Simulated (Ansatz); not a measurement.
Consider the homolysis of the B–Ge bond: `[BH2][GeH2][Br]` → `[BH2]`• + `[GeH2][Br]`•.

Gas-phase electronic energies from Ansatz, PBE0-D4/def2-TZVP geometries. CCSD(T)/CBS is the MP2 limit (def2-TZVPP, def2-QZVPP) plus CCSD(T) − MP2 in def2-TZVPP, frozen cores. This one scheme is used for every species. Functionals use def2-TZVPP. Open shells (•) are unrestricted, without spin–orbit coupling. For Br, Ge outer-core shells are correlated without core-valence functions, which leaves a few kJ/mol of doubt a bond. Scalar relativity is left out up to krypton.

```
             level  ΔE (kJ/mol)
       LDA (SPW92)        390.3
         r2SCAN-D4        331.3
        r2SCAN0-D4        331.3
            revPBE        318.6
              PBE0        340.0
           r2SCANh        329.8
           r2SCAN0        329.7
RPA@PBE/def2-TZVPP        336.2
```

(1) What does CCSD(T)/CBS give? (Best estimate.)

Largest T1 diagnostic among the species: 0.011.

## Answers

(1) Ansatz gave: +362.8 kJ/mol. The listed levels differ from it by 27.5, -31.5, -31.5, -44.2, -22.8, -33.0, -33.1, -26.6 kJ/mol.

At CCSD(T), def2-SVP lies −25.8 kJ/mol from the extrapolated value and def2-TZVPP −10.6 kJ/mol: correlation converges slowly with the basis, and small sets miss more of it in the bonded molecule than in its fragments. In def2-TZVPP, CCSD(T) changes the Hartree–Fock value by +96.7 kJ/mol (the triples alone add +6.0 kJ/mol) and MP2 by +98.8 kJ/mol; breaking electron pairs costs correlation energy, which Hartree–Fock lacks.
